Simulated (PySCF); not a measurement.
## Calculated data, B$_{2}$FH$_{3}$N

Calculation on a computer-drawn molecule: the log of a Hartree-Fock and frozen-core CCSD(T) single point meant for a local Hartree-Fock minimum, with one planted fault or none, to be diagnosed. Offsets are logged minus clean, where the clean run is the same molecule without the fault. The reference is restricted for singlets and unrestricted otherwise, and also for a bond in bohr or an excited solution. Adding or removing an electron swaps singlet and doublet. The excited solution moves the top pair (singlet) or top alpha electron (doublet) to the lowest empty orbital. Highest occupied and lowest empty are orbital energies over both spins, largest force is the largest gradient component, triples share is (T) over the correlation energy, the T1 limit is 0.02 restricted and 0.045 unrestricted, electrons count all cores, a negative frequency is imaginary (commonest isotopes), and the dipole is about the centre of nuclear charge. Program: PySCF 2.14.0.

## B$_{2}$FH$_{3}$N

Logged structure:
```xyz
7
B2FH3N
B     -2.9245    -0.2871     0.4230
N     -2.5631    -0.3531    -1.0194
B     -1.3980    -0.8455    -1.4113
F     -0.3044    -1.3100    -1.7507
H     -3.9824     0.1660     0.6927
H     -2.1134    -0.6985     1.1882
H     -3.2199    -0.0153    -1.7095
```

* meant charge: 1
* meant multiplicity: 1
* meant basis: cc-pVDZ
* logged electrons: 28
* logged basis functions: 71
* logged SCF converged: yes
* logged spin squared: 0
* logged highest occupied: -19.24 eV
* logged lowest empty: -3.0939 eV
* logged largest force: 3.576e-05 hartree/bohr
* logged lowest frequency: 156.32 cm⁻¹
* logged T1 diagnostic: 0.014304
* logged D1 diagnostic: 0.041264
* logged triples share: 0.025
* logged CC converged: yes
* logged dipole magnitude: 1.8791 debye
* logged SCF stable within its kind: yes
* logged energy HF: -204.82613 hartree
* logged energy CCSD(T): -205.35605 hartree
* possible faults: no fault, one electron removed, one electron added, multiplicity raised by two, geometry at a saddle point, SCF held on an excited solution, minimal basis STO-3G, one bond length entered in bohr, all coordinates scaled
* planted fault: no fault
* HF energy offset from clean run: 0 kcal/mol
* CCSD(T) energy offset from clean run: 0 kcal/mol

Drawn bonds:
```tsv
atom	other atom	order
1	2	1
2	3	1
3	4	1
1	5	1
1	6	1
2	7	1
```
